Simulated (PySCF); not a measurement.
C₆H₉O (SMILES O=C1[CH]CCCC1), doublet, geometry from GFN2-xTB, atoms displaced at random by about 0.08 Å a coordinate; TPSS/STO-3G, gradient run with PySCF.

Input for PySCF:
```python
from pyscf import gto, scf, dft

mol = gto.M(
    atom='''
O    -2.004165    1.184548   -0.541423
C    -0.825796    0.564764   -0.159842
C     0.193741    1.280227   -0.306959
C     1.530619    0.509956    0.081303
C     1.418977   -0.951325    0.811627
C     0.591768   -1.601074   -0.051526
C    -0.931045   -0.872033   -0.010382
H     0.155657    2.225486   -0.455333
H     2.141761    1.321643    0.849475
H     2.237484    0.593598   -0.691820
H     1.041026   -0.739614    1.690784
H     2.461548   -1.242104    0.755116
H     0.320420   -2.587690    0.084144
H     0.775873   -1.354767   -1.179568
H    -1.678513   -1.425278   -0.552772
H    -1.204104   -1.235054    1.127604
''',
    basis='sto-3g',
    charge=0,
    spin=1,
    verbose=4,
)

mf = dft.UKS(mol)
mf.xc = 'tpss'
mf.kernel()
g = mf.nuc_grad_method()
g.grid_response = True
grad = g.kernel()
```

What the program printed (banner, timings and long lists left out):

```
PySCF version 2.14.0

[INPUT] verbose = 4
[INPUT] num. atoms = 16
[INPUT] num. electrons = 53
[INPUT] charge = 0
[INPUT] spin (= nelec alpha-beta = 2S) = 1
[INPUT] symmetry False subgroup None
[INPUT] Mole.unit = angstrom
[INPUT] Symbol           X                Y                Z      unit          X                Y                Z       unit  Magmom
[INPUT]  1 O     -2.004165000000   1.184548000000  -0.541423000000 AA   -3.787322958439   2.238471301401  -1.023141187540 Bohr   0.0
[INPUT]  2 C     -0.825796000000   0.564764000000  -0.159842000000 AA   -1.560528274761   1.067249285014  -0.302057603203 Bohr   0.0
[INPUT]  3 C      0.193741000000   1.280227000000  -0.306959000000 AA    0.366117429099   2.419278407274  -0.580068441470 Bohr   0.0
[INPUT]  4 C      1.530619000000   0.509956000000   0.081303000000 AA    2.892450711056   0.963677175579   0.153640403106 Bohr   0.0
[INPUT]  5 C      1.418977000000  -0.951325000000   0.811627000000 AA    2.681477907057  -1.797743705452   1.533752745302 Bohr   0.0
[INPUT]  6 C      0.591768000000  -1.601074000000  -0.051526000000 AA    1.118279449282  -3.025591365162  -0.097370028294 Bohr   0.0
[INPUT]  7 C     -0.931045000000  -0.872033000000  -0.010382000000 AA   -1.759420059646  -1.647903541583  -0.019619136625 Bohr   0.0
[INPUT]  8 H      0.155657000000   2.225486000000  -0.455333000000 AA    0.294149099371   4.205559034054  -0.860454665477 Bohr   0.0
[INPUT]  9 H      2.141761000000   1.321643000000   0.849475000000 AA    4.047341714275   2.497543304449   1.605275099665 Bohr   0.0
[INPUT] 10 H      2.237484000000   0.593598000000  -0.691820000000 AA    4.228231968096   1.121737648090  -1.307350327497 Bohr   0.0
[INPUT] 11 H      1.041026000000  -0.739614000000   1.690784000000 AA    1.967254028551  -1.397667897894   3.195118695797 Bohr   0.0
[INPUT] 12 H      2.461548000000  -1.242104000000   0.755116000000 AA    4.651651562471  -2.347236378227   1.426962432277 Bohr   0.0
[INPUT] 13 H      0.320420000000  -2.587690000000   0.084144000000 AA    0.605506044833  -4.890025395276   0.159009115025 Bohr   0.0
[INPUT] 14 H      0.775873000000  -1.354767000000  -1.179568000000 AA    1.466187477445  -2.560138592599  -2.229060465301 Bohr   0.0
[INPUT] 15 H     -1.678513000000  -1.425278000000  -0.552772000000 AA   -3.171929866522  -2.693385071368  -1.044587689328 Bohr   0.0
[INPUT] 16 H     -1.204104000000  -1.235054000000   1.127604000000 AA   -2.275426785493  -2.333913809049   2.130862736964 Bohr   0.0

nuclear repulsion = 299.555090235233
number of shells = 30
number of NR pGTOs = 132
number of NR cGTOs = 44
basis = sto-3g
ecp = {}

******** <class 'pyscf.dft.uks.UKS'> ********
method = UKS
initial guess = minao
damping factor = 0
level_shift factor = 0
DIIS = <class 'pyscf.scf.diis.CDIIS'>
diis_start_cycle = 1
diis_space = 8
diis_damp = 0
SCF conv_tol = 1e-09
SCF conv_tol_grad = None
SCF max_cycles = 50
direct_scf = True
direct_scf_tol = 1e-13
number electrons alpha = 27  beta = 26
XC library pyscf.dft.libxc version 7.1.2
    S. Lehtola, C. Steigemann, M. J. T. Oliveira, and M. A. L. Marques,  SoftwareX 7, 1–5 (2018)
XC functionals = tpss
    J. Tao, J. P. Perdew, V. N. Staroverov, and G. E. Scuseria,  Phys. Rev. Lett. 91, 146401 (2003)
    J. P. Perdew, J. Tao, V. N. Staroverov, and G. E. Scuseria,  J. Chem. Phys. 120, 6898 (2004)
    J. Tao, J. P. Perdew, V. N. Staroverov, and G. E. Scuseria,  Phys. Rev. Lett. 91, 146401 (2003)
    J. P. Perdew, J. Tao, V. N. Staroverov, and G. E. Scuseria,  J. Chem. Phys. 120, 6898 (2004)
radial grids:
    Treutler-Ahlrichs [JCP 102, 346 (1995); DOI:10.1063/1.469408] (M4) radial grids

becke partition: Becke, JCP 88, 2547 (1988); DOI:10.1063/1.454033
pruning grids: <function nwchem_prune>
grids dens level: 3
symmetrized grids: False
atomic radii adjust function: <function treutler_atomic_radii_adjust>
small_rho_cutoff = 0
Set gradient conv threshold to 3.16228e-05
tot grids = 187064
init E= -306.199722486075

cycle= 1 E= -305.108290600447  delta_E= 1.09  |g|= 0.442  |ddm|= 3.71
cycle= 2 E= -301.231846620295  delta_E= 3.88  |g|= 1.88  |ddm|= 3.68
cycle= 3 E= -305.277268105772  delta_E= -4.05  |g|= 0.158  |ddm|= 3.46
cycle= 4 E= -305.280326054992  delta_E= -0.00306  |g|= 0.157  |ddm|= 0.671
cycle= 5 E= -305.297342045595  delta_E= -0.017  |g|= 0.044  |ddm|= 0.234
cycle= 6 E= -305.297448314067  delta_E= -0.000106  |g|= 0.0483  |ddm|= 0.166
cycle= 7 E= -305.298910754927  delta_E= -0.00146  |g|= 0.0302  |ddm|= 0.115
cycle= 8 E= -305.299623805862  delta_E= -0.000713  |g|= 0.0179  |ddm|= 0.0946
cycle= 9 E= -305.300057081264  delta_E= -0.000433  |g|= 0.00527  |ddm|= 0.116
cycle= 10 E= -305.300103888072  delta_E= -4.68e-05  |g|= 0.00457  |ddm|= 0.0425
cycle= 11 E= -305.300150033333  delta_E= -4.61e-05  |g|= 0.00163  |ddm|= 0.0538
cycle= 12 E= -305.300158482528  delta_E= -8.45e-06  |g|= 0.000613  |ddm|= 0.0261
cycle= 13 E= -305.300159907445  delta_E= -1.42e-06  |g|= 0.000167  |ddm|= 0.0126
cycle= 14 E= -305.300159981128  delta_E= -7.37e-08  |g|= 8.56e-05  |ddm|= 0.00183
cycle= 15 E= -305.300160013142  delta_E= -3.2e-08  |g|= 1.78e-05  |ddm|= 0.00239
cycle= 16 E= -305.300160013279  delta_E= -1.37e-10  |g|= 5.97e-06  |ddm|= 0.00021
Extra cycle  E= -305.300160013326  delta_E= -4.71e-11  |g|= 7.84e-06  |ddm|= 3.81e-05
converged SCF energy = -305.300160013326  <S^2> = 0.75349643  2S+1 = 2.0034934

******** <class 'pyscf.grad.uks.Gradients'> for <class 'pyscf.dft.uks.UKS'> ********
unit = Eh/Bohr
grid_response = True
--------------- UKS gradients ---------------
         x                y                z
0 O     0.0380546969    -0.0083096063     0.0044595748
1 C     0.1587930000     0.0355216807     0.0144120368
2 C    -0.1862367052     0.1141609091    -0.0445661817
3 C    -0.0195428238    -0.0991161689    -0.0927600911
4 C    -0.1332162073    -0.1173490921     0.0730319411
5 C     0.1547657395    -0.0065502087     0.1748564706
6 C    -0.0457025395     0.1033143339    -0.1263831908
7 H    -0.0029296625    -0.1602897525     0.0274721288
8 H     0.0427841557     0.0508054560     0.0323310472
9 H    -0.0292731872     0.0198214098     0.0487462835
10 H     0.0406468542    -0.0134696274    -0.1274283628
11 H    -0.0139639453     0.0167470404    -0.0172394827
12 H     0.0022850430     0.0698165313    -0.0082815520
13 H    -0.0148683574     0.0266816364    -0.0384686058
14 H     0.0115429035     0.0018742572     0.0302951271
15 H    -0.0031389646    -0.0336587991     0.0495228571
----------------------------------------------
```
